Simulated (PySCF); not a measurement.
# Spin-rotation constants: SMILES CC(C)N(C)C=O, C5H11NO

Geometry:
```tsv
atom	x (Å)	y (Å)	z (Å)
C1	1.248	1.264	0.021
C2	0.422	0.127	0.618
C3	1.190	-1.194	0.586
N4	-0.876	0.005	-0.036
C5	-0.927	-0.222	-1.457
C6	-1.992	0.114	0.703
O7	-2.036	0.313	1.894
H8	1.579	1.024	-0.987
H9	0.666	2.182	-0.006
H10	2.128	1.433	0.635
H11	0.183	0.369	1.660
H12	2.065	-1.120	1.225
H13	0.562	-2.003	0.952
H14	1.525	-1.433	-0.422
H15	-0.542	0.640	-2.005
H16	-1.958	-0.391	-1.760
H17	-0.339	-1.101	-1.725
H18	-2.908	0.000	0.093
```

Method used: GIAO B97-2/pcSseg-1 magnetisability, rotational g tensor and spin-rotation constants, non-relativistic, gas phase in PySCF 2.14.0. Geometry: GFN2-xTB.

Problem. Give the nuclear spin-rotation constants along the inertial axes (H = +C I·J) beside the isotropic shieldings.

Solution. Rotational constants 3.3747, 2.0456, 1.7654 GHz. A star marks the isotopologue with that one atom substituted, in its own axes.
| atom | isotope | Caa (kHz) | Cbb (kHz) | Ccc (kHz) | mean (kHz) | σ (ppm) |
| --- | --- | --- | --- | --- | --- | --- |
| N4 | 14N | 0.174 | 0.307 | 0.113 | 0.198 | 124.4 |
| H8 | 1H | -0.203 | -0.056 | -0.196 | -0.152 | 30.6 |
| H9 | 1H | -0.243 | -0.232 | -0.028 | -0.168 | 30.8 |
| H10 | 1H | -0.222 | -0.051 | -0.194 | -0.155 | 30.6 |
| H11 | 1H | -0.199 | 0.056 | -0.169 | -0.104 | 26.8 |
| H12 | 1H | -0.232 | -0.042 | -0.197 | -0.157 | 30.7 |
| H13 | 1H | -0.199 | -0.234 | -0.051 | -0.161 | 30.8 |
| H14 | 1H | -0.204 | -0.057 | -0.192 | -0.151 | 30.5 |
| H15 | 1H | -0.241 | -0.189 | -0.021 | -0.150 | 29.1 |
| H16 | 1H | -0.048 | -0.094 | -0.209 | -0.117 | 29.0 |
| H17 | 1H | -0.158 | -0.214 | -0.043 | -0.139 | 29.1 |
| H18 | 1H | -0.014 | 0.026 | -0.156 | -0.048 | 23.8 |
| C1 | 13C* | 0.505 | 0.344 | 0.220 | 0.356 | 164.6 |
| C2 | 13C* | 0.664 | 0.367 | 0.288 | 0.440 | 143.5 |
| C5 | 13C* | 0.579 | 0.282 | 0.293 | 0.385 | 156.4 |
| C6 | 13C* | 1.543 | 0.715 | 0.461 | 0.906 | 26.6 |
| O7 | 17O* | -1.798 | -1.111 | -0.098 | -1.002 | -64.9 |

For the geometry as given, no vibrational averaging.

Problem. How do the rotational constants and the g tensor change when H8, H9, H10, H11, H12, H13, H14, H15, H16, H17, H18 are replaced by deuterium?

Solution. Constants 2.6645, 1.7287, 1.5008 GHz; g -0.0156, -0.0135, -0.0030, against -0.0181, -0.0165, -0.0030 before.
